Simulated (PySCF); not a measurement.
C₂H₅FO₂Si, SMILES C[Si@H](F)C(=O)O. Geometry optimised at PBE-D3(BJ)/def2-SVP. The structure was generated by enumeration; whether it is a known compound was not checked. Other conformers were not sampled.

Computed equilibrium geometry at PBE-D3(BJ)/def2-SVP (PySCF confirms it by a frequency run) as a Z-matrix (one conformer of several):
```
Si
F 1 1.6426
H 1 1.4993 2 107.85
C 1 1.8664 3 113.35 2 -122.92
H 4 1.1078 1 111.80 3 53.35
H 4 1.1085 5 108.56 1 -122.33
H 4 1.1090 5 108.80 6 -117.61
C 1 1.9249 3 106.65 2 119.62
O 8 1.2212 1 119.28 3 67.28
O 8 1.3515 9 123.30 1 179.94
H 10 0.9878 8 105.97 9 -0.17
```
